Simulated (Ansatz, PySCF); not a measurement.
Complex: C2H2 (SMILES C#C) (first 4 atoms) with H2S (SMILES S); geometry from B3LYP-D3(BJ)/def2-TZVP, rigid monomers moved along the line of their centres of mass till C2···H7 is 2.39 Å.
(charge 0, multiplicity 1):
```
atom    x (Å)    y (Å)    z (Å)
----  -------  -------  -------
C     -0.5123   0.7521   0.1693
C     -0.5379  -0.4381   0.0418
H     -0.4887   1.8089   0.2820
H     -0.5590  -1.4951  -0.0700
S      0.8842  -0.3159   3.4554
H     -0.3696  -0.3313   3.9353
H      0.4620  -0.1184   2.1944
```

Monomers are frozen at their geometry in the pair; levels with a basis set take the counterpoise correction. Rows marked so take none.

Rows in STO-3G carry no dispersion term and start afresh at each structure.

Codes used: Ansatz (a program for electronic structure) with Gaussian orbitals; PySCF for STO-3G rows, the dispersion terms. Each number belongs to the level named beside it.

Problem. What interaction energy does HF/STO-3G (no counterpoise) give?

Solution. 73 meV

Problem. What interaction energy does B3LYP/def2-TZVPPD give?

Solution. 11 meV

Problem. Estimate the interaction energy that PBE0-D3(BJ)/def2-TZVPPD returns for this input.

Solution. -74 meV
